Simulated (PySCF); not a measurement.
# Polarisability and C₆ of W²⁺ (tungsten, charge +2)

[Xe] 4f14 5d4, high-spin 5D determinant. Calculation: PySCF 2.14, in aug-cc-pVTZ-PP with one added diffuse shell each of s, p, d, f, g type with ECP60MDF (7s7p6d4f3g, 113 functions); a scalar-relativistic core potential. Coupled (time-dependent) response in atomic units; α is the mean over directions.

| method | mean α (bohr³) | α xx, yy, zz | C₆ (like pair) | S(−4) |
| --- | --- | --- | --- | --- |
| PBE0 | 13.09 | 12.54, 12.54, 14.20 | 77.43 | 74.13 |

S(−4) is the Cauchy moment in α(ω) = α(0) + S(−4) ω² + …

Spin-orbit coupling is absent.

α(iu) at PBE0:

```json
{"u (hartree)": "0", "α(iu) (bohr³)": "13.09"}
{"u (hartree)": "0.0500", "α(iu) (bohr³)": "12.91"}
{"u (hartree)": "0.100", "α(iu) (bohr³)": "12.42"}
{"u (hartree)": "0.200", "α(iu) (bohr³)": "10.95"}
{"u (hartree)": "0.300", "α(iu) (bohr³)": "9.453"}
{"u (hartree)": "0.500", "α(iu) (bohr³)": "7.165"}
{"u (hartree)": "0.750", "α(iu) (bohr³)": "5.334"}
{"u (hartree)": "1.00", "α(iu) (bohr³)": "4.137"}
{"u (hartree)": "1.50", "α(iu) (bohr³)": "2.693"}
{"u (hartree)": "2.00", "α(iu) (bohr³)": "1.879"}
{"u (hartree)": "3.00", "α(iu) (bohr³)": "1.046"}
{"u (hartree)": "5.00", "α(iu) (bohr³)": "0.4459"}
```

A single London oscillator, α(iu) = α/(1 + u²/ω²), gives C₆ = (3/4) ω α². Matching the computed C₆ needs ω = 4 × 77.43 / (3 × 13.09²) = 0.603 hartree.

For an ion, C₆ is the dispersion term alone; charge-induced terms of lower order in 1/R come first.

The components differ because the open shell of this determinant is not spherical; for a pure term their mean is the scalar polarisability.

Energies and moments cover only the electrons outside the core potential. Spin-orbit coupling, absent here, splits the open shell strongly.
